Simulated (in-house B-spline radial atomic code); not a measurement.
The outermost shell (largest non-relativistic mean radius) with and without relativity; Dirac values are averaged over j. Computed with an all-electron radial atomic-structure program (B-spline basis): non-relativistic Hartree-Fock and Dirac-Hartree-Fock, averages of the configuration (point nuclei without relativity, finite nuclei with it).

| ion | configuration | outermost shell | radius non-relativistic (bohr) | radius Dirac (bohr) | radius change (%) | level non-relativistic (eV) | level Dirac (eV) | spin-orbit splitting (eV) |
| --- | --- | --- | --- | --- | --- | --- | --- | --- |
| He | 1s2 | 1s | 0.92727 | 0.92722 | -0.0054038 | -24.979 | -24.98 | - |
| Be | [He] 2s2 | ? | ? | ? | ? | ? | ? | ? |
| Ar | [Ne] 3s2 3p6 | ? | ? | ? | ? | ? | ? | ? |
| V | [Ar] 3d3 4s2 | 4s | 3.6068 | 3.5785 | -0.78238 | -6.325 | -6.3832 | - |
| Kr | [Ar] 3d10 4s2 4p6 | 4p | 1.9516 | 1.944 | -0.39106 | -14.264 | -14.243 | 0.73927 |
| Zr | [Kr] 4d2 5s2 | 5s | 4.0777 | 3.9791 | -2.4201 | -5.676 | -5.859 | - |
| Rh | [Kr] 4d8 5s1 | 5s | 3.7952 | 3.6068 | -4.9635 | -5.803 | -6.2079 | - |
| Sb | [Kr] 4d10 5s2 5p3 | 5p | 2.9519 | 2.9278 | -0.81579 | -8.143 | -8.1059 | 0.64319 |
| Xe | [Kr] 4d10 5s2 5p6 | 5p | 2.338 | 2.3148 | -0.99172 | -12.444 | -12.446 | 1.4359 |

Question: Fill in the row of Be.

Answer: outermost shell: 2s; radius non-relativistic (bohr): 2.6494; radius Dirac (bohr): 2.6489; radius change (%): -0.017797; level non-relativistic (eV): -8.416; level Dirac (eV): -8.4171.

Question: Fill in the row of Ar.

Answer: outermost shell: 3p; radius non-relativistic (bohr): 1.663; radius Dirac (bohr): 1.6621; radius change (%): -0.049254; level non-relativistic (eV): -16.082; level Dirac (eV): -16.064; spin-orbit splitting (eV): 0.20594.

Question: Which member changes most?

Answer: Rhodium (Rh): its 5s shell contracts by 5.0 %.
